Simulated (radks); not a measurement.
Task: Valence configurations of Os I (all share [Xe]). All-electron calculation, Dirac Kohn-Sham, PBE, spin-unpolarised, spherical densities, finite nucleus; open shells fill j = l - 1/2 first; Fermi nuclear charge, rms radius 5.4126 fm. Program: a radial shooting solver on a logarithmic mesh with Libxc functionals. Order these by energy: 4f12 5d6 6s2 6p2; 4f14 5d6 6s2; 4f12 5d8 6s2; 4f13 5d7 6s2; 4f14 5d7 6s1; 4f14 5d6 6s1 6p1; 4f12 5d7 6s2 6p1; 4f12 5d8 6s1 6p1; 4f14 5d8; 4f14 5d6.5 6s1.5.

Result: From the lowest, in eV above it: 4f14 5d6 6s2 0.000; 4f14 5d6.5 6s1.5 0.308; 4f14 5d7 6s1 0.807; 4f14 5d8 2.306; 4f14 5d6 6s1 6p1 4.542; 4f13 5d7 6s2 48.989; 4f12 5d8 6s2 107.19; 4f12 5d8 6s1 6p1 111.94; 4f12 5d7 6s2 6p1 114.44; 4f12 5d6 6s2 6p2 123.94. NIST lists [Xe] 4f14 5d6 6s2 as the ground configuration; this level of theory agrees among the configurations tried. The energies are those of spherical spin-averaged densities, not of single terms.
